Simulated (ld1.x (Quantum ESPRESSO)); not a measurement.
u(r) = r·R(r): atom against pseudo-atom (silver)

Columns: radius, all-electron u(r) and pseudo u(r) of the 4d shell (level -15.92 eV) of silver in the configuration [Kr] 4d10 5s0 5p0; LDA (PZ), scalar-relativistic, TM scheme, ld1.x (Quantum ESPRESSO) 7.5.

```tsv
r (bohr)	all-electron	pseudo
0.180	0.4279	-0.0285
0.360	0.2131	-0.1900
0.540	-0.3237	-0.4715
0.720	-0.7021	-0.7352
0.900	-0.8702	-0.8763
1.080	-0.8975	-0.8983
1.260	-0.8513	-0.8513
1.440	-0.7737	-0.7737
1.620	-0.6868	-0.6868
1.800	-0.6014	-0.6014
1.980	-0.5221	-0.5221
2.160	-0.4506	-0.4506
2.340	-0.3873	-0.3873
2.520	-0.3318	-0.3318
2.700	-0.2835	-0.2835
2.880	-0.2418	-0.2418
3.060	-0.2058	-0.2058
3.240	-0.1748	-0.1748
3.420	-0.1483	-0.1483
3.600	-0.1256	-0.1256
3.780	-0.1062	-0.1062
3.960	-0.0898	-0.0898
4.140	-0.0758	-0.0758
4.320	-0.0639	-0.0639
4.500	-0.0538	-0.0538
4.680	-0.0453	-0.0453
```

Q: How many radial nodes do the two functions have?

A: The all-electron 4d function has n − l − 1 = 1; the pseudo-wave has 0, since the states of the same l below it are removed with the core.

Q: At about which radius was the pseudo-wave matched?

A: 1.35 bohr, where the columns begin to agree (steps of 0.18 bohr).

Q: Is the pseudo-wave norm-conserving?

A: Yes: the TM scheme keeps the norm inside the radius equal to the all-electron one, which fixes the energy derivative of the logarithmic derivative at the level.
